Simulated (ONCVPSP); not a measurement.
## Varying the ONCV potential for Fe (Z = 26)

Base potential:

| Item | Value |
| --- | --- |
| Element | Fe (Z = 26) |
| Generator | ONCVPSP 4.0.1 |
| Type | optimised norm-conserving Vanderbilt (ONCV) |
| Functional | PBEsol |
| Relativity | scalar-relativistic |
| Frozen core | [Ne] |
| Valence charge | 16 |
| Reference configuration | 3s2 3p6 3d5 (charge +3) |
| Partial waves | 3s: rc 1.05 bohr, ncon 3, nbas 7, qcut 11.8 1/bohr, 1 projector; 3p: rc 0.75 bohr, ncon 5, nbas 8, qcut 12 1/bohr, 2 projectors, debl 1.2 Ha; 3d: rc 1.55 bohr, ncon 3, nbas 8, qcut 10.8 1/bohr, 2 projectors, debl 0.5 Ha; f scattering state at 0.05 Ha: rc 1.50 bohr, ncon 4, nbas 7, qcut 8.5 1/bohr, 1 projector |
| Local potential | polynomial inside 0.70 bohr (lpopt 5, dvloc0 -1 Ha) |
| Core correction | Teter function, fcfact 3.75, rcfact 1.2 |

In the p channel the program set the typed energies aside and used -3.557, 0.250 Ha. In the d channel the program set the typed energies aside and used -1.587, 0.250 Ha.

All-electron outer shells of the reference configuration (PBEsol, scalar-relativistic, ld1.x):

```csv
shell,level (eV),outermost node (bohr),outermost maximum (bohr)
3s,-130.87,0.33,0.70
3p,-96.80,0.30,0.71
3d,-43.18,–,0.69
```

Cutoffs, loose and tight: the cutoffs (Ha) at which the residual kinetic energy of the hardest occupied pseudo-wave falls to 1 and 0.1 mHa per electron. They do not see the model core or the augmentation charge, which bear on the density cutoff. Test errors are all-electron minus pseudo excitation energies from the reference, over the configurations 3s2 3p6 3d6 4s2; 3s2 3p6 3d6 4s1; 3s2 3p6 3d6; 3s2 3p6 3d5 4s2. A dash means not determined; rows that change the core or the reference have their own tests.

| change | outcome | cutoff, loose | cutoff, tight | bound ghosts | GHOST(+) flags above zero | largest test error (meV) |
| --- | --- | --- | --- | --- | --- | --- |
| base | generated, projector energies reset by the program | 65 Ha | 116 Ha | none | none | +819 |
| d: rc 1.22 | generated, projector energies reset by the program | 65 Ha | 116 Ha | none | none | +822 |
| d: rc 1.4 | generated, projector energies reset by the program | 65 Ha | 116 Ha | none | none | +819 |
| d: rc 1.6 | generated, projector energies reset by the program | 65 Ha | 116 Ha | none | none | +816 |
| d: rc 1.74 | generated, projector energies reset by the program | 65 Ha | 116 Ha | none | none | +816 |
| d: rc 1.92 | generated, projector energies reset by the program | 65 Ha | 116 Ha | none | none | +808 |
| d: rc 2.06 | generated, projector energies reset by the program | 65 Ha | 116 Ha | none | none | +800 |
| d: rc 2.22 | generated, projector energies reset by the program | 65 Ha | 116 Ha | none | none | +784 |

Question: What comes out with this change to the base: d: rc 1.12?

Answer: outcome: generated, projector energies reset by the program; cutoff, loose: 65 Ha; cutoff, tight: 162 Ha; bound ghosts: none; GHOST(+) flags above zero: none; largest test error (meV): +822.

Reading the sweep of the d radius (base included, trends over the rows without a ghost): The loose cutoff stays near 65 Ha. The median size of the test errors (rows with all tests solved) rises from 395.9 meV at 1.12 to 508.9 meV at 2.22 bohr. More of the atom is replaced by a form fitted at one configuration, so other configurations suffer as the radius grows.
